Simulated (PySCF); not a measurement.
## C₆ coefficients of unlike pairs at PBE0

Calculated with PySCF 2.14 from the dipole response of each species, C₆(A,B) = (3/π) ∫ α_A(iu) α_B(iu) du, in atomic units, from isotropic polarisabilities. For ions this is the dispersion term alone; charge-induced terms of lower order in 1/R come first.

```tsv
species	configuration	basis	relativity	α (bohr³)	C₆ (like pair)
Co³⁺	[Ar] 3d6 (5D)	aug-cc-pVDZ (7s6p4d2f)	none	1.761	4.125
Be⁺	[He] 2s1 (2S)	aug-cc-pVDZ (4s3p2d)	none	22.73	62.20
Ar	[Ar] (1S)	dyall-av3z (19s12p3d2f)	none	10.96	64.52
Cl²⁺	[Ne] 3s2 3p3 (4S)	def2-TZVPPD (6s6p4d1f)	none	5.848	20.82
```

Question: Estimate C₆ for Be⁺ with Co³⁺.

Answer: The integral gives 8.986. The combination rule 2 C_A C_B / (C_A α_B/α_A + C_B α_A/α_B) gives 8.841 and the geometric mean 16.02.

No spin-orbit coupling is included.

The other pairs:

| pair | C₆ |
| --- | --- |
| Ar, Co³⁺ | 14.67 |
| Ar, Be⁺ | 49.50 |
| Cl²⁺, Be⁺ | 27.10 |
| Cl²⁺, Co³⁺ | 8.528 |
| Cl²⁺, Ar | 36.58 |
